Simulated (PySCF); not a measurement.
C4H10AlClO (SMILES CC[O][Al]([Cl])[CH2]C), singlet, at a GFN2-xTB geometry (such geometries of metal compounds can be far from the true shape); SA2-CASSCF(2,2)/STO-3G (PySCF).

PySCF was given this input:
```python
from pyscf import gto, scf, mcscf
import numpy

mol = gto.M(
    atom='''
Al   -0.01091042    0.35964579   -0.12385996
Cl    0.59338131    2.29661528   -0.28657549
C    -1.23141181   -0.51942605   -1.46059538
C    -1.60880691    0.37200821   -2.64579918
H    -2.14284677   -0.85059558   -0.94985622
H    -0.76124550   -1.43875112   -1.82724158
H    -0.72415790    0.66617032   -3.20698899
H    -2.10157644    1.28093914   -2.30612602
H    -2.28535887   -0.14931960   -3.32400883
O     0.51907220   -0.51818786    1.16893131
C     0.84910484   -1.46306822    2.14366023
C     0.43277614   -2.86440677    1.71718136
H     1.93229217   -1.43005314    2.31205308
H     0.34467995   -1.19236912    3.07895065
H     0.93682052   -3.13196371    0.79137374
H     0.69413534   -3.58414167    2.48835639
H    -0.64094080   -2.89291068    1.54731759
''',
    basis='sto-3g',
    verbose=4,
)

mf = scf.RHF(mol)
mf.kernel()
mc = mcscf.CASSCF(mf, 2, 2)
mc.fix_spin_(ss=0.0)
mc = mc.state_average_([0.5, 0.5])
mc.kernel()
```

It wrote (shortened):

```
PySCF version 2.14.0

[INPUT] verbose = 4
[INPUT] num. atoms = 17
[INPUT] num. electrons = 72
[INPUT] charge = 0
[INPUT] spin (= nelec alpha-beta = 2S) = 0
[INPUT] symmetry False subgroup None
[INPUT] Mole.unit = angstrom
[INPUT] Symbol           X                Y                Z      unit          X                Y                Z       unit  Magmom
[INPUT]  1 Al    -0.010910420000   0.359645790000  -0.123859960000 AA   -0.020617705704   0.679632044953  -0.234061402200 Bohr   0.0
[INPUT]  2 Cl     0.593381310000   2.296615280000  -0.286575490000 AA    1.121328163336   4.339973892691  -0.541549190113 Bohr   0.0
[INPUT]  3 C     -1.231411810000  -0.519426050000  -1.460595380000 AA   -2.327031067455  -0.981572976465  -2.760125247005 Bohr   0.0
[INPUT]  4 C     -1.608806910000   0.372008210000  -2.645799180000 AA   -3.040204447208   0.702993632990  -4.999835830799 Bohr   0.0
[INPUT]  5 H     -2.142846770000  -0.850595580000  -0.949856220000 AA   -4.049393522209  -1.607392688966  -1.794968113515 Bohr   0.0
[INPUT]  6 H     -0.761245500000  -1.438751120000  -1.827241580000 AA   -1.438545508558  -2.718845578211  -3.452986149618 Bohr   0.0
[INPUT]  7 H     -0.724157900000   0.666170320000  -3.206988990000 AA   -1.368460101940   1.258879457114  -6.060330875596 Bohr   0.0
[INPUT]  8 H     -2.101576440000   1.280939140000  -2.306126020000 AA   -3.971403901438   2.420624156836  -4.357946586533 Bohr   0.0
[INPUT]  9 H     -2.285358870000  -0.149319600000  -3.324008830000 AA   -4.318702360645  -0.282173149030  -6.281466324336 Bohr   0.0
[INPUT] 10 O      0.519072200000  -0.518187860000   1.168931310000 AA    0.980904296875  -0.979233136474   2.208960034329 Bohr   0.0
[INPUT] 11 C      0.849104840000  -1.463068220000   2.143660230000 AA    1.604575598643  -2.764798237355   4.050930738822 Bohr   0.0
[INPUT] 12 C      0.432776140000  -2.864406770000   1.717181360000 AA    0.817828377846  -5.412944304650   3.245002476608 Bohr   0.0
[INPUT] 13 H      1.932292170000  -1.430053140000   2.312053080000 AA    3.651502993942  -2.702408778174   4.369147106657 Bohr   0.0
[INPUT] 14 H      0.344679950000  -1.192369120000   3.078950650000 AA    0.651350706129  -2.253251076189   5.818373479552 Bohr   0.0
[INPUT] 15 H      0.936820520000  -3.131963710000   0.791373740000 AA    1.770334210673  -5.918553643977   1.495479630773 Bohr   0.0
[INPUT] 16 H      0.694135340000  -3.584141670000   2.488356390000 AA    1.311725685982  -6.773046147941   4.702312077411 Bohr   0.0
[INPUT] 17 H     -0.640940800000  -2.892910680000   1.547317590000 AA   -1.211202574060  -5.466808888029   2.924006472822 Bohr   0.0

nuclear repulsion = 423.541321881365
number of shells = 35
number of NR pGTOs = 159
number of NR cGTOs = 53
basis = sto-3g
ecp = {}

******** <class 'pyscf.scf.hf.RHF'> ********
method = RHF
initial guess = minao
damping factor = 0
level_shift factor = 0
DIIS = <class 'pyscf.scf.diis.CDIIS'>
diis_start_cycle = 1
diis_space = 8
diis_damp = 0
SCF conv_tol = 1e-09
SCF conv_tol_grad = None
SCF max_cycles = 50
direct_scf = True
direct_scf_tol = 1e-13
Set gradient conv threshold to 3.16228e-05
Initial guess from minao.
init E= -923.358782243028
  HOMO = -0.316498449445856  LUMO = 0.0879175610413326  gap/eV = 11.00472
cycle= 1 E= -922.920473110618  delta_E= 0.438  |g|= 0.545  |ddm|= 4.73
  HOMO = -0.158041165074326  LUMO = 0.338596309021866  gap/eV = 13.51419
cycle= 2 E= -923.027461943309  delta_E= -0.107  |g|= 0.182  |ddm|= 1.04
  HOMO = -0.293671412637413  LUMO = 0.332642370961984  gap/eV = 17.04287
cycle= 3 E= -923.038642533745  delta_E= -0.0112  |g|= 0.0365  |ddm|= 0.285
  HOMO = -0.291635693676447  LUMO = 0.329911155268465  gap/eV = 16.91315
cycle= 4 E= -923.039383940388  delta_E= -0.000741  |g|= 0.00505  |ddm|= 0.0898
  HOMO = -0.292811169965069  LUMO = 0.328411077212364  gap/eV = 16.90432
cycle= 5 E= -923.039398096183  delta_E= -1.42e-05  |g|= 0.00131  |ddm|= 0.0112
  HOMO = -0.293039080889456  LUMO = 0.328041349988446  gap/eV = 16.90046
cycle= 6 E= -923.039399184019  delta_E= -1.09e-06  |g|= 0.00024  |ddm|= 0.0034
  HOMO = -0.293030150978687  LUMO = 0.32806319075086  gap/eV = 16.90081
cycle= 7 E= -923.039399217437  delta_E= -3.34e-08  |g|= 4.46e-05  |ddm|= 0.00057
  HOMO = -0.29303985920572  LUMO = 0.328059283259673  gap/eV = 16.90097
cycle= 8 E= -923.039399218727  delta_E= -1.29e-09  |g|= 1.28e-05  |ddm|= 0.000112
  HOMO = -0.293038494604636  LUMO = 0.328055543008686  gap/eV = 16.90083
cycle= 9 E= -923.039399218858  delta_E= -1.31e-10  |g|= 3.39e-06  |ddm|= 3.93e-05
  HOMO = -0.293038007485976  LUMO = 0.328055918214217  gap/eV = 16.90083
Extra cycle  E= -923.039399218869  delta_E= -1.14e-11  |g|= 1.51e-06  |ddm|= 8.76e-06
converged SCF energy = -923.039399218869

******** <class 'pyscf.mcscf.addons.StateAverageCASSCF'> ********
CAS (1e+1e, 2o), ncore = 35, nvir = 16
max_cycle_macro = 50
max_cycle_micro = 4
conv_tol = 1e-07
conv_tol_grad = None
orbital rotation max_stepsize = 0.02
orbital rotation threshold for CI restart = 0.01
augmented hessian ah_max_cycle = 30
augmented hessian ah_conv_tol = 1e-12
augmented hessian ah_linear dependence = 1e-14
augmented hessian ah_level shift = 1e-08
augmented hessian ah_start_tol = 2.5
augmented hessian ah_start_cycle = 3
augmented hessian ah_grad_trust_region = 3
kf_trust_region = 3
kf_interval = 4
ci_response_space = 4
ci_grad_trust_region = 3
with_dep4 0
natorb = False
canonicalization = True
sorting_mo_energy = False
ao2mo_level = 2
internal_rotation = False
******** <class 'pyscf.mcscf.addons.StateAverageSpinPenaltyFCISolver'> ********
max. cycles = 50
conv_tol = 1e-08
davidson only = True
linear dependence = 1e-12
level shift = 0.001
max iter space = 12
nroots = 2
pspace_size = 400
spin = None
State-average over 2 states with weights [0.5, 0.5]
CASCI E = -922.862764168450  S^2 = 0.0000000
Set conv_tol_grad to 0.000316228
macro iter   1 ( 21 JK    4 micro), CASSCF E = -922.882068120780  dE = -1.93039523e-02  S^2 = 0.0000000
               |grad[o]|=0.163  |ddm|=0.0014  |maxRot[o]|=0.158
macro iter   2 ( 18 JK    4 micro), CASSCF E = -922.885912456839  dE = -3.84433606e-03  S^2 = 0.0000000
               |grad[o]|=0.0637  |ddm|=0.000381  |maxRot[o]|=0.139
macro iter   3 (  9 JK    3 micro), CASSCF E = -922.885937417079  dE = -2.49602404e-05  S^2 = 0.0000000
               |grad[o]|=0.00309  |ddm|=0.000711  |maxRot[o]|=0.0114
macro iter   4 (  3 JK    1 micro), CASSCF E = -922.885937437063  dE = -1.99836450e-08  S^2 = 0.0000000
               |grad[o]|=4.93e-05  |ddm|=4.21e-06  |maxRot[o]|=0.000401
1-step CASSCF converged in   4 macro ( 51 JK  12 micro) steps
CASSCF canonicalization
Density matrix diagonal elements [1.4999947 0.5000053]
CASSCF energy = -922.885937437063
CASCI E = -922.885937437063  E(CI) = -1.06307129575339  S^2 = 0.0000000
CASCI state-averaged energy = -922.885937437063
CASCI energy for each state
  State 0 weight 0.5  E = -923.01754455297 S^2 = 0.0000000
  State 1 weight 0.5  E = -922.754330321156 S^2 = 0.0000000
```
